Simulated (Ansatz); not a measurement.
Reaction (substitution at a C–O bond): `CC1=CC(C)=[O+][Sn-]([OH])[O]1` + CH₃SH → `CS/C(C)=C/C(C)=O` + `[OH][Sn][OH]`

Computed with Ansatz on PBE0-D4/def2-TZVP structures; ΔE is electronic, products minus reactants. CCSD(T)/CBS is the MP2 limit (def2-TZVPP, def2-QZVPP) plus CCSD(T) − MP2 in def2-TZVPP, frozen cores. This one scheme is used for every species. Functionals use def2-TZVPP. Elements past krypton have def2 core potentials. For Sn outer-core shells are correlated without core-valence functions, which leaves a few kJ/mol of doubt a bond. Each species was taken in one conformer, which may not be the lowest.

Is it downhill or uphill in electronic energy at CCSD(T)/CBS, and by how much? (An estimate is asked.)

Computed: Uphill: ΔE = +20.4 kcal/mol.

What do these levels give: PBE0-D4, ωB97M-V, PBE, r2SCAN, CCSD/def2-TZVPP, HF/CBS(def2)? (An estimate is asked.)

Computed: PBE0-D4 22.4, ωB97M-V 22.8, PBE 19.2, r2SCAN 22.1, CCSD/def2-TZVPP 21.7, HF/CBS(def2) 28.5 kcal/mol.

Largest T1 diagnostic among the species: 0.018.

The D4 term adds +1.3 kcal/mol with B3LYP and +0.8 kcal/mol with PBE0; it sums over pairs of atoms, weighted by their polarisabilities, and B3LYP, whose exchange is more repulsive, gets the larger term. In def2-TZVPP, CCSD(T) changes the Hartree–Fock value by −7.5 kcal/mol (the triples alone add −0.8 kcal/mol) and MP2 by −10.2 kcal/mol. From PBE to PBE0 (25 % exact exchange), in def2-TZVPP and without D4, ΔE moves by +2.5 kcal/mol.

B3LYP here is the variant with VWN-RPA as its local correlation; programs differ in this.
